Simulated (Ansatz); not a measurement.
A structure relaxed at PBE0-D4/def2-SVP in Ansatz, charge 0, singlet:

```xyz
6

Be   -0.388    1.166    0.466
Cl   -0.927    2.796    1.115
Cl    0.704   -0.302    1.343
Be    0.387   -1.167   -0.465
Cl    0.931   -2.795   -1.116
Cl   -0.706    0.301   -1.342
```

(1) Give its formula, name or SMILES and point group.

(2) Summarise the bond lengths by kind (pairs closer than 1.2 times the sum of covalent radii, bridged metal pairs left out).

Results:

(1) (ClBe-mu-Cl)2 (Be2Cl4). Point group D2h (tolerance 0.1 Å).

(2) 6 × Be–Cl 1.84 to 2.03 Å.
